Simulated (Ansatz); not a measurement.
BiI$_{2}$ (SMILES [I][Bi][I]), doublet, at a GFN2-xTB geometry (such geometries of metal compounds can be far from the true shape) (the spin is typed, not shown lowest) (core potentials on Bi, I); BHLYP/def2-SVP (Ansatz, a program for electronic structure).

Here is a job for Ansatz.
Ansatz 0.2 input:
```yaml
crystal:
  periodic: [false, false, false]
  atoms:
    - {symbol: Bi, position_ang: [0.89619474, 0.44438201, 0.28746279]}
    - {symbol: I, position_ang: [-1.04089611, 1.21333620, -1.58129724]}
    - {symbol: I, position_ang: [-0.36257867, -1.90925520, 1.13111966]}
basis:
  gaussian:
    orbitals: def2-SVP
hamiltonian:
  xc: {name: BHLYP}
magnetization: {spin_polarized: true, initial_magnetization: 1}
accuracy: high
```

Output, abridged:

```
Functional definition: BHLYP
1868 factors; integrals over basis functions are off by at most 2.2e-9 eV
mean field evaluation 1: about -22037.5763 eV, gradient 1.0e1 eV
mean field evaluation 2: about -22037.1027 eV, gradient 1.4e1 eV
mean field evaluation 4: about -22038.4915 eV, gradient 5.5e-1 eV
mean field evaluation 8: about -22038.5856 eV, gradient 4.3e-2 eV
mean field evaluation 16: about -22038.5857 eV, gradient 1.1e-4 eV
mean field -22038.58569778 eV, -809.9030861036 hartree, gradient 5.0e-8 eV, S^2 0.754079; 0 other end points of the search recorded, 0 dependent functions left out
reference -22038.58571919 eV, -809.9030868903 hartree; 37, 36 occupied and 41, 42 virtual orbitals, 1868 factors
Total energy: -22038.58571919 eV, -809.9030868903 hartree
```
